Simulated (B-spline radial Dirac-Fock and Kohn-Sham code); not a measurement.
# X-ray lines that fill the 2p1/2 vacancy in W⁵⁺

System: W⁵⁺ in the configuration [Xe] 4f14 5d1.

Level of theory: independent-particle rates on relativistic LDA orbitals of the hole state (multipoles up to L = 3, Coulomb Auger matrix elements, transition energies from Dirac-Fock); a radial B-spline solver.

```
       line  multipole  energy (eV)  width (meV)  share (%)
 Lη (L2-M1)         E1       8717.7         29.5       2.12
      L2-M3         E2       9259.2        0.976     0.0702
Lβ1 (L2-M4)         E1       9672.4         1140       81.8
Lγ5 (L2-N1)         E1      10942.4         7.36      0.529
Lγ1 (L2-N4)         E1      11284.1          210       15.1
      L2-O1         E1      11464.8         1.40      0.101
      L2-N6         E2      11511.3        0.576     0.0414
Lγ6 (L2-O4)         E1      11551.5         2.36      0.170
```

The listed lines hold 100.0 % of the radiative rate. The radiative width is 1.39 eV in the length form and 1.42 eV in the velocity form; the two differ because the transition energies are not eigenvalue differences of the potential that gave the orbitals.

Values without a named source are computed, but for edge energies of neutral atoms, which are taken from tables.
